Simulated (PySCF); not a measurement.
C8H11NSi.
Geometry (GFN2-xTB, Å), atoms numbered from 1 in this order:
```xyz
21
C8H11NSi angstrom
C     -3.843   -0.713   -0.138
C     -2.729   -0.259   -0.147
Si    -1.022    0.466   -0.153
C     -1.069    2.332   -0.470
C      0.258   -0.614   -1.085
C      0.801   -1.164    0.251
C      2.329   -1.142    0.358
C      2.839    0.189    0.160
N      3.221    1.255    0.000
C      0.088   -0.225    1.247
H     -4.815   -1.115   -0.129
H     -1.577    2.549   -1.404
H     -0.067    2.747   -0.525
H     -1.604    2.844    0.324
H      1.011   -0.034   -1.616
H     -0.101   -1.386   -1.762
H      0.463   -2.193    0.399
H      2.646   -1.490    1.347
H      2.770   -1.799   -0.400
H     -0.380   -0.745    2.079
H      0.773    0.513    1.663
```

Computed at PBE0/pcSseg-1 (PySCF, non-relativistic), with Q(14N) = 0.02044 b: N9, 14N (I = 1): χzz = -4.614 MHz, η = 0.047.

Task: Find the zero-field quadrupole resonance frequencies of 14N at N9.

Result: From ν± = (3/4)|χ|(1 ± η/3) and ν0 = |χ|η/2: ν+ 3.516 MHz, ν− 3.406 MHz, ν0 0.109 MHz (nitrile nitrogen).

In a crystal, neighbours and librations shift these lines. One conformer (not necessarily the lowest) at the GFN2-xTB geometry, without solvent, vibrations or thermal averaging. GFN2-xTB bond lengths can be off by several hundredths of an ångström, more for odd bonds, and the gradients follow them. The basis is small and wasn't made for field gradients, so the couplings can be 20 % off.
